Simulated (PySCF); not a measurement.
**Electronic structure of S (sulfur, neutral) at the UHF level**

Configuration: [Ne] 3s2 3p4, high-spin 3P determinant. Calculation: PySCF 2.14, in aug-cc-pVTZ-DK; scalar relativity by spin-free X2C-1e.

```
Total energy                                                  : -398.590772 hartree
One-electron energy                                           : -550.8539 hartree
Hartree (Coulomb) energy                                      : 177.4057 hartree
Exchange energy                                               : -25.1426 hartree
⟨S²⟩                                                          : 2.0127
⟨L²⟩                                                          : 2.048
Sum of ⟨r⟩                                                    : 15.46 bohr
Sum of ⟨r²⟩                                                   : 29.16 bohr²
Traceless quadrupole moment −½Σ⟨3z² − r²⟩ along its main axis : -2.18 e·bohr²
Langevin diamagnetic susceptibility                           : -23.1 ×10⁻⁶ cm³/mol
```

```tsv
shell	electrons	mean orbital energy (hartree)	spread (hartree)	rms radius, mean of both spins (bohr)
1s α	1	-92.30251	0	0.112
1s β	1	-92.28485	0	0.112
2s α	1	-9.06324	0	0.516
2s β	1	-9.04448	0	0.516
2p α	3	-6.69883	0.02060	0.491
2p β	3	-6.66513	0.01560	0.491
3s α	1	-0.99460	0	1.85
3s β	1	-0.77891	0	1.85
3p α	3	-0.46278	0.07106	2.25
3p β	1	-0.37882	0	2.25
```

Densities and radii are taken from the X2C orbitals without a picture-change correction, which distorts them close to the nucleus.

Spin-orbit constants ζ (cm⁻¹) from the X2C one-electron operator on these orbitals: bare nucleus, nucleus screened by l(l+1)(2l+1)/3 electrons, and screened by the Breit-Pauli mean field of the electrons.

```csv
shell,bare,screened nucleus,mean field
2p,7456,6524,6099
3p,463.0,405.2,372.7
```

To first order the Landé constant is A = -186.3 cm⁻¹, so the lowest level has J = 2 and lies 0.0231 eV below the centre of the term. This holds in LS coupling only.
